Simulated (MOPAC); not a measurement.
MOPAC input (MNDO):

```
MNDO 1SCF CHARGE=1 GEO-OK AUX(PRECISION=9) THREADS=1
ClHg

Hg   -0.00000000 1   -0.00000000 1   -0.39797072 1
Cl    0.00000000 1    0.00000000 1    1.87280339 1
```

Q: What heat of formation does the run end on, and which ionisation energy by Koopmans theorem?

A: 235.67 kcal/mol; 17.86 eV.
